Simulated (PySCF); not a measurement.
Isomers of C6H8O2, mass 112.052 u with the commonest isotopes. Theory: PBE0-D3(BJ)/def2-SVP geometry optimisation, gas phase (PySCF). One conformer each, none proved a minimum here; rigid rotors.

**Question.** Order these by rotational constant C, smallest first.
A. `[O:1]=[C:2]1[CH2:3][CH2:4][C:5](=[O:6])[CH2:7][CH2:8]1` with O1–C2–C3–C4 -153°, C2–C3–C4–C5 -55°, C3–C4–C5–O6 -153°, C4–C5–C7–C8 26°
B. `[CH2:1]=[CH:2][O:3][C:4](=[O:5])/[CH:6]=[CH:7]/[CH3:8]` with C1–C2–O3–C4 180°, C2–O3–C4–O5 -1°, O3–C4–C6–C7 180°
C. `[CH3:1][O:2][CH2:3][c:4]1[cH:5][cH:6][o:7][cH:8]1` with C1–O2–C3–C4 -67°, O2–C3–C4–C5 -52°

**Answer.** B (786.5 MHz), A (1211 MHz), C (1243 MHz).

**Question.** Order these by rotational constant B, largest first.
A. `[CH3:1][O:2][CH2:3][c:4]1[cH:5][cH:6][o:7][cH:8]1` with C1–O2–C3–C4 -67°, O2–C3–C4–C5 -52°
B. `[CH2:1]=[CH:2][O:3][C:4](=[O:5])/[CH:6]=[CH:7]/[CH3:8]` with C1–C2–O3–C4 180°, C2–O3–C4–O5 -1°, O3–C4–C6–C7 180°
C. `[O:1]=[C:2]1[CH2:3][CH2:4][C:5](=[O:6])[CH2:7][CH2:8]1` with O1–C2–C3–C4 -153°, C2–C3–C4–C5 -55°, C3–C4–C5–O6 -153°, C4–C5–C7–C8 26° (1,4-cyclohexanedione)

**Answer.** C (1520 MHz), A (1298 MHz), B (873.8 MHz).

**Question.** Order these by out-of-plane moment Σ m c² = (Ia + Ib − Ic)/2, largest first.
A. `[CH2:1]=[CH:2][O:3][C:4](=[O:5])/[CH:6]=[CH:7]/[CH3:8]` with C1–C2–O3–C4 180°, C2–O3–C4–O5 -1°, O3–C4–C6–C7 180°
B. `[O:1]=[C:2]1[CH2:3][CH2:4][C:5](=[O:6])[CH2:7][CH2:8]1` with O1–C2–C3–C4 -153°, C2–C3–C4–C5 -55°, C3–C4–C5–O6 -153°, C4–C5–C7–C8 26°
C. `[CH3:1][O:2][CH2:3][c:4]1[cH:5][cH:6][o:7][cH:8]1` with C1–O2–C3–C4 -67°, O2–C3–C4–C5 -52°

**Answer.** C (43.24 u·Å²), B (13.42 u·Å²), A (1.57 u·Å²).

```csv
SMILES,point group,Ia (u·Å²),Ib (u·Å²),Ic (u·Å²),κ,μa (D),μb (D),μc (D)
COCc1ccoc1,C1,103.83,389.27,406.62,-0.97,0.25,0.49,0.46
O=C1CCC(=O)CC1,D2,111.52,332.53,417.20,-0.81,0.00,0.01,0.03
C=COC(=O)/C=C/C,–,67.36,578.38,642.60,-0.97,1.59,1.43,0.03
```
